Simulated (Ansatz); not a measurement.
`CC[SiH](F)I`. Charge 0, multiplicity 1. I: def2 effective core potential. The structure was optimised at the PBE0-D4/def2-TZVP level. It is one conformer, not always the lowest.

```xyz
11

C    -1.081   -0.921    0.196
C     0.173   -0.215    0.703
Si    0.870    1.067   -0.441
F    -0.228    2.195   -0.710
I     1.456    0.084   -2.594
H    -1.888   -0.210    0.006
H    -1.443   -1.648    0.927
H    -0.884   -1.455   -0.736
H     0.974   -0.935    0.908
H    -0.026    0.299    1.652
H     2.076    1.739    0.091
```

Q: What is the dipole moment at B3LYP/def2-TZVPP? (Best estimate.)

A: Ansatz gave: 2.12 D, with components (0.03, -1.09, 1.81) D in this frame, pointing from negative to positive charge.

Q: And with PBE, r2SCAN, ωB97M-V? (An estimate is asked.)

A: The calculation gave: PBE 2.06 D, r2SCAN 2.13 D, ωB97M-V 2.14 D.

Q: Give the Mulliken charges with B3LYP, r2SCAN, PBE in def2-TZVPP. (Estimate.)

A: Ansatz gave: 
| atom | B3LYP | r2SCAN | PBE |
| --- | --- | --- | --- |
| C1 | -0.26 | -0.15 | -0.25 |
| C2 | -0.23 | -0.18 | -0.22 |
| Si3 | 0.60 | 0.62 | 0.51 |
| F4 | -0.31 | -0.31 | -0.27 |
| I5 | -0.18 | -0.19 | -0.16 |
| H6 | 0.10 | 0.06 | 0.10 |
| H7 | 0.09 | 0.05 | 0.09 |
| H8 | 0.09 | 0.06 | 0.09 |
| H9 | 0.09 | 0.06 | 0.10 |
| H10 | 0.09 | 0.06 | 0.10 |
| H11 | -0.08 | -0.09 | -0.08 |

B3LYP here is the variant with VWN-RPA as its local correlation; programs differ in this.
